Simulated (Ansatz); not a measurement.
BF2H3OSi (`FB(F)O[SiH3]`). The species carries charge 0 and has multiplicity 1.

```xyz
8

F     2.0389    0.7510   -1.6954
B     1.3584    0.2051   -0.7062
F     2.0294   -0.5434    0.1610
O     0.0392    0.4082   -0.5952
Si   -1.1140   -0.1024    0.4851
H    -0.7714    0.3815    1.8440
H    -2.3948    0.4830    0.0337
H    -1.1858   -1.5831    0.4730
```

Task: List the harmonic frequencies (cm⁻¹, unscaled) at PBE0-D4/def2-TZVP in Ansatz. (Best estimate.)

Result: Computed: 35, 101, 102, 404, 492, 680, 700, 733, 751, 952, 955, 969, 1033, 1419, 1498, 2246, 2251, 2270.

Task: Is this a minimum?

Result: Yes, all 18 modes are real.

Task: Give the ideal-gas thermochemistry at 298.15 K and 1 bar (rigid rotor, harmonic oscillator; point group Cs, symmetry number 1).

Result: Zero-point energy 105.2 kJ/mol; H(298) − E = 124.2 kJ/mol; entropy 341.9 J/(mol·K), of which translation 165.8, rotation 110.9, vibration 65.2; G(298) − E = 22.3 kJ/mol. Modes under 100 cm⁻¹ are hindered rotations or soft bends, so the harmonic entropy is rough.
